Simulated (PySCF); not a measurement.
Computed shifts of a molecule C4H2BrCl, PBE0/pcSseg-1 (PySCF), GIAO, gas phase, atoms alike by connectivity averaged where their shifts nearly agree, in ppm (number of nuclei): ¹³C: 161.6 (1), 124.6 (1), 101.0 (1), 81.7 (1). ¹H: 6.33 (1), 3.96 (1). References: ¹³C against TMS (σ = 186.3 ppm); ³⁵Cl against HCl (σ = 945.9 ppm); ¹H against TMS (σ = 31.56 ppm), references at their B3LYP-D3(BJ)/def2-TZVP geometries, non-relativistic (without spin–orbit terms, shifts of atoms bonded to Cl or Br come out too high). The structure is a stationary point at B3LYP-D3(BJ)/def2-SVP. One conformer was computed; it need not be the lowest.

**Question.** Pick the molecule that these values belong to.
A. C#C/C(Br)=C\Cl
B. C#C/C=C(/Cl)Br
C. C#C/C(Cl)=C\Br

**Answer.** B, C#C/C=C(/Cl)Br
